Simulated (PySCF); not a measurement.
B(H)(Me)(NMe2) (C3H10BN), SMILES CBN(C)C.

Geometry: PBE0-D3(BJ)/def2-SVP. The geometry has at least one imaginary mode, so it is a saddle point at that level. The values are those of a single conformer.

The numbers are results of ωB97X/def2-TZVP (PySCF), not measurements.

Symmetry labels are those of the subgroup Cs that the program uses (full group Cs).

Computed valence orbital energies around the gap with their symmetry:
```csv
orbital,symmetry,energy (eV)
HOMO−7,A',-14.37
HOMO−6,A",-13.61
HOMO−5,A",-13.38
HOMO−4,A',-13.33
HOMO−3,A',-12.90
HOMO−2,A',-12.29
HOMO−1,A',-11.00
HOMO,A",-9.49
LUMO,A",2.61
LUMO+1,A',2.92
LUMO+2,A',3.69
LUMO+3,A',4.26
```
